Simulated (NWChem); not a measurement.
Atomisation of Cl₃In

```xyz
4

In     0.0000     0.0000     0.0000
Cl     0.0000     0.0000     2.3209
Cl    -2.0100     0.0000    -1.1604
Cl     2.0100     0.0000    -1.1604
```
Charge 0, spin multiplicity 1.

All runs are NWChem calculations. The geometry was optimised at PBE0/def2-SVP with def2 effective core potentials on In, a minimum by its harmonic frequencies.

Basis set: def2-TZVP. The atomisation energy is electronic alone: no zero-point, thermal, spin-orbit or counterpoise terms. No value is extrapolated to the basis-set limit. Free atoms are single determinants with multiplicities In 2, Cl 2. Correlated methods freeze the same cores in atoms and molecule, 19 orbitals in all.

| method | atomisation energy (kcal/mol) | relative cost |
|---|---|---|
| HF | 174.9 | 1 |
| PBE0 | 234.4 | under 3 |
| B3LYP | 221.2 | under 3 |
| PBE | 236.9 | under 3 |
| M06-2X | 239.0 | under 3 |
| r2SCAN | 240.2 | under 3 |
| MP2 | 239.7 | 3 |
| LC-wPBE (omega 0.3 per bohr) | 234.8 | 20 |

The values span 65.3 kcal/mol, from HF (lowest) to r2SCAN (highest). Relative cost: rough, from shared machines, SCF included, HF = 1. Costs are the molecule's.

Effective core potentials replace the inner electrons of In; spin-orbit coupling is left out. B3LYP has NWChem's definition, with VWN1-RPA local correlation. GW and range-separated runs recompute their integrals, the others keep them in memory, which bears on the times. The structure started from a generated list of species. No SCF solution was tested for a lower state. Open-shell Hartree-Fock references start from PBE0 orbitals; any time given for them includes that run.
